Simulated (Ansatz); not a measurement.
Input for Ansatz (a program for electronic structure): SC-NEVPT2 on CASSCF(2,2)/def2-TZVPP on H2OSn (SMILES [OH][SnH]), a point of a bond scan (R = 4.867 Å). Elements past Kr take the def2 small-core potentials; no spin–orbit coupling.

Ansatz 0.2 input:
```yaml
crystal:
  periodic: [false, false, false]
  atoms:
    - {symbol: Sn, position_ang: [-0.18386056, -0.15025870, 0.19526245]}
    - {symbol: H, position_ang: [-3.61649689, 0.29523563, -3.22669231]}
    - {symbol: O, position_ang: [1.21528417, 0.79939053, -0.86933130]}
    - {symbol: H, position_ang: [0.92596202, 1.10307134, -1.73634394]}
basis:
  gaussian:
    orbitals: def2-TZVPP
    pivot_positions_ang: [[-0.18386056, -0.15025870, 0.19526245], [-3.61649689, 0.29523563, -3.22669231], [1.21528417, 0.79939053, -0.86933130], [0.92596202, 1.10307134, -1.73634394]]
magnetization: {spin_polarized: false}
correlation: {method: sc_nevpt2, electrons: outside_noble_gas, active_space: {window: {electrons: 2, orbitals: 2}}}
output: {orbitals: {seedname: ./end}}
```

Output:

```
WARN ansatz: RAYON_NUM_THREADS=1 ignored (pool sized by the plan → 1); use --threads N
Functional definition: HF
integrals: 0.05 GiB planned
902 factors; integrals over basis functions are off by at most 3.2e-4 eV
mean field: 0.22 GiB planned
mean field evaluation 1: about -7865.4880 eV, gradient 4.2e1 eV
mean field evaluation 2: about -7865.4888 eV, gradient 4.2e1 eV
mean field evaluation 4: about -7869.0962 eV, gradient 1.2e1 eV
mean field evaluation 8: about -7870.3249 eV, gradient 1.2e-1 eV
mean field evaluation 16: about -7865.8183 eV, gradient 1.8e1 eV
mean field -7870.32384901 eV, -289.2290667539 hartree, gradient 2.9e-6 eV, S^2 0.000000; 2 other end points of the search recorded, 0 dependent functions left out; unrestricted orbitals would lower it
reference -7870.32384901 eV, -289.2290667539 hartree; 16, 16 occupied and 93, 93 virtual orbitals, 902 factors
configuration interaction: 0.21 GiB planned
configuration interaction: 0.00 GiB planned
state -7873.32159540 eV, -289.3392319019 hartree
state -7873.32159540 eV, -289.3392319019 hartree; corrected -7881.95764399 eV, -289.6566008337 hartree
Total energy: -7881.95764399 eV, -289.6566008337 hartree
```

The run converged.

Cost: about 4 core-seconds (a rough figure).
